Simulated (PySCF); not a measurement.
**Potential energy of CsH along the bond**

Set-up: basis Cs x2c-TZVPall, H x2c-TZVPall; spin-free X2C with a Gaussian nucleus; PySCF 2.14. Energies in eV from Cs + H in their ground configurations at the same level. State: ¹Σ⁺ (singlet), closed shell.

| R (Å) | PBE0 |
| --- | --- |
| 2.131 | -1.515 |
| 2.230 | -1.644 |
| 2.329 | -1.720 |
| 2.404 | -1.748 |
| 2.478 | -1.756 |
| 2.552 | -1.748 |
| 2.651 | -1.718 |
| 2.775 | -1.656 |
| 2.924 | -1.557 |
| 3.122 | -1.399 |

Task: Put a parabola through the three lowest points of the PBE0 curve and estimate Re, k and ωe (reduced mass 1.0 u; 1 eV/Å² = 0.16022 mdyn/Å; ωe = 1302.8·√(k/μ) cm⁻¹).

Result: Through R = 2.404, 2.478, 2.552 Å the second-order coefficient is 1.46 eV/Å², so Re ≈ 2.478 Å, k ≈ 0.468 mdyn/Å and ωe ≈ 891 cm⁻¹. A polynomial fit of higher order to the unrounded PBE0 energies gives Re = 2.477 Å, k = 0.468 mdyn/Å, ωe = 891 cm⁻¹; anharmonicity and rounding make the difference.

The higher-order fit for each curve: PBE0: Re = 2.477 Å, ωe = 891 cm⁻¹, De = 1.76 eV.

Spin–orbit coupling is left out.
